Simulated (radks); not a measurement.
Species: Ba+. Configuration: [Xe] 6s1.

Calculated with a radial shooting solver on a logarithmic mesh with Libxc functionals: non-relativistic Kohn-Sham, PBE, spin-unpolarised, spherical densities, point nucleus; relativity is left out, which matters for an element this heavy.

Energy parts (hartree):
total: -7885.5402
kinetic: 7882.8654
electron-nucleus: -18664.2842
Hartree: 3087.0212
exchange-correlation: -191.1426

Orbitals (lengths in bohr, moments of r in powers of bohr; <r^-3> diverges for s and p1/2; r(max) is where P^2 peaks):
| orbital | occ. | eigenvalue (hartree) | <r^-3> | <r> | r(max) | <1/r> |
|---|---|---|---|---|---|---|
| 1s | 2 | -1307.256 | - | 0.02713 | 0.01797 | 55.47 |
| 2s | 2 | -201.2069 | - | 0.1164 | 0.09903 | 12.78 |
| 2p | 6 | -189.8637 | 5837 | 0.09900 | 0.07732 | 12.79 |
| 3s | 2 | -42.60840 | - | 0.3063 | 0.2801 | 4.710 |
| 3p | 6 | -37.75727 | 1123 | 0.2964 | 0.2668 | 4.640 |
| 3d | 10 | -28.72929 | 185.4 | 0.2671 | 0.2160 | 4.517 |
| 4s | 2 | -8.48666 | - | 0.7037 | 0.6528 | 1.970 |
| 4p | 6 | -6.71568 | 234.0 | 0.7281 | 0.6657 | 1.874 |
| 4d | 10 | -3.63695 | 31.35 | 0.7957 | 0.6934 | 1.660 |
| 5s | 2 | -1.35576 | - | 1.705 | 1.536 | 0.7666 |
| 5p | 6 | -0.89693 | 32.10 | 1.929 | 1.692 | 0.6724 |
| 5d | 0 | -0.28030 | 2.053 | 2.977 | 2.320 | 0.4349 |
| 6s | 1 | -0.26964 | - | 4.477 | 4.005 | 0.2804 |
| 6p | 0 | -0.18555 | 3.507 | 5.422 | 4.831 | 0.2298 |

The highest occupied level is 6s at -7.337 eV. The configuration is held as typed, so some empty levels lie below it. Summed over all electrons, <r^2> = 68.08 bohr^2, which gives a Langevin (diamagnetic) susceptibility term of -53.9 x 10^-6 cm^3/mol. The electron density at the nucleus is 1.243e+05 e/bohr^3.
